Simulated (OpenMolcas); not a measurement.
# Cr3+, Mo3+, W3+: d³ down the group

```json
{
 "Program": "OpenMolcas 26.06",
 "Method": "RASSCF",
 "Basis": "ANO-RCC-VTZP",
 "Scalar Hamiltonian": "DKH2, point nucleus",
 "Spin-orbit coupling": "RASSI with atomic mean-field integrals over the reference wave functions, term energies averaged over their components"
}
```

Active space for each ion: 3 electrons in 9 orbitals (RAS2 d s; RAS3 p, at most 2 electrons).

Computed levels in cm-1 above ⁴F_3/2:

```
                               Level   Cr3+   Mo3+    W3+
                              ⁴F_5/2    255    763   3552
                              ⁴F_7/2    605   1744   6982
                              ⁴F_9/2   1042   2878   9892
                              ⁴P_1/2  18177  13216  14038
                              ²G_7/2  18564  14346  17679
                              ⁴P_5/2  18585  14447  19569
                              ²P_1/2  24413  17904  21156
                              ²P_3/2  24546  17848  28526
                              ²H_9/2  24727  19318  18718
weight of ⁴F in the lowest level (%)    100     99     90
```

Mixed levels, with the weight of the term that names them: Mo3+ ²P_3/2 (53 %), W3+ ⁴P_1/2 (62 %), W3+ ²P_1/2 (62 %), W3+ ²P_3/2 (51 %), W3+ ²H_9/2 (51 %).

Measured, with the error of the calculation in %. Measured levels: Cr3+ from Sugar and Corliss, J. Phys. Chem. Ref. Data 6, 317 (1977); Mo3+ from Sugar and Musgrove, J. Phys. Chem. Ref. Data 17, 155 (1988); W3+ from the list in J. Phys. B 45, 035001 (2012).

| Level | Cr3+ | Mo3+ | W3+ |
| --- | --- | --- | --- |
| ⁴F_5/2 | 236 (+8.2) | 778 (-1.9) | 3537 (+0.4) |
| ⁴F_7/2 | 556 (+8.8) | 1760 (-0.9) | 6745 (+3.5) |
| ⁴F_9/2 | 946 (+10.2) | 2865 (+0.5) | 9256 (+6.9) |
| ⁴P_1/2 | 14059 (+29.3) | 10338 (+27.8) | 11773 (+19.2) |
| ²G_7/2 | 15052 (+23.3) | 11580 (+23.9) | 15261 (+15.8) |
| ⁴P_5/2 | 14471 (+28.4) | 11612 (+24.4) | 17190 (+13.8) |
| ²P_1/2 | 19519 (+25.1) | 14348 (+24.8) | 18365 (+15.2) |
| ²H_9/2 | 21066 (+17.4) | 15995 (+20.8) |  |

The fine-structure level ⁴F_9/2 changes by a factor of 9.49 from Cr3+ to W3+.

Without spin-orbit coupling ⁴P lies 17837, 12339, 11490 cm-1 above ⁴F in that order; the difference to the level ⁴P_1/2, of either sign, comes from spin-orbit coupling, which also lowers the zero.

Without dynamic correlation excited terms often stand tens of per cent too high (terms of higher spin than the ground term too low), and those without a measured partner can miss by more than the paired ones. Terms from blocks run as CI alone lack orbitals of their own. Some high roots are left out of the spin-orbit mixing, which shifts the levels that they would mix with (holds for W3+). Computed and measured levels are paired by configuration, term and J; levels that our copy of the source lacks, or whose pairing is in doubt (as where it misses far off the trend of its configuration), stay unpaired and out of the deviations. Only configurations of the active space appear.
